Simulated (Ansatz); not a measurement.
Reaction (isomerisation): `CC1OC[SiH2]1` → `C=C([SiH3])OC`

Calculated with Ansatz (gas phase, PBE0-D4/def2-TZVP geometries, no zero-point term in ΔE). CCSD(T)/CBS is the MP2 limit (def2-TZVPP, def2-QZVPP) plus CCSD(T) − MP2 in def2-TZVPP, frozen cores. Functionals use def2-TZVPP. One conformer a species, not always the lowest.

CCSD(T)/CBS gives -0.07 eV.

Q: Another level gave +0.02 eV. Which?
A. PBE/def2-TZVPP
B. r2SCAN-D4/def2-TZVPP
C. B2PLYP/def2-TZVPP
D. ωB97X-V/def2-TZVPP

A: D. ωB97X-V 0.02, B2PLYP -0.15, PBE -0.02, r2SCAN-D4 -0.07 eV.

Largest T1 diagnostic among the species: 0.013.

From PBE to PBE0 (25 % exact exchange), in def2-TZVPP and without D4, ΔE moves by +0.06 eV. In def2-TZVPP, CCSD(T) changes the Hartree–Fock value by +0.21 eV (the triples alone add −0.01 eV) and MP2 by +0.27 eV.
